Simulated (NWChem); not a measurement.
Molecule: SiSbH3Cl2; SMILES [Sb]([Cl])([Cl])[SiH3]

```xyz
7

Sb     0.0851     0.1355     0.6449
Cl    -1.3137     1.5511    -0.6727
Cl     2.0107     0.0218    -0.7611
Si    -0.9115    -1.9678    -0.5163
H     -0.1066    -3.1645    -0.1260
H     -0.8486    -1.7416    -1.9868
H     -2.3243    -2.1491    -0.0648
```
Atoms are numbered in this order, from 1.

Level: PBE0/def2-SVP with def2 effective core potentials on Sb (NWChem), optimised geometry, unscaled harmonic frequencies. def2 effective core potentials on Sb; no spin-orbit coupling.

Task: List the harmonic frequencies with IR intensities, and the thermochemistry.

Result: 
| frequency (cm⁻¹) | IR intensity (km/mol) |
|---|---|
| 81 | 0.2 |
| 101 | 3.1 |
| 123 | 3.1 |
| 135 | 0.0 |
| 306 | 2.3 |
| 362 | 55.4 |
| 368 | 28.4 |
| 488 | 11.4 |
| 493 | 8.5 |
| 840 | 305.3 |
| 922 | 32.2 |
| 928 | 42.1 |
| 2227 | 69.1 |
| 2243 | 73.1 |
| 2268 | 46.3 |

| Property | Value |
|---|---|
| zero-point energy | 17.0 kcal/mol |
| thermal correction to the enthalpy at 298.15 K (with zero-point energy) | 22.2 kcal/mol |
| heat capacity Cv | 22.5 cal/(mol K) |
| entropy at 298.15 K and 1 atm (symmetry number 1) | 89.8 cal/(mol K) |

Rigid rotor and harmonic oscillator; modes under 100 cm⁻¹ make the entropy uncertain.
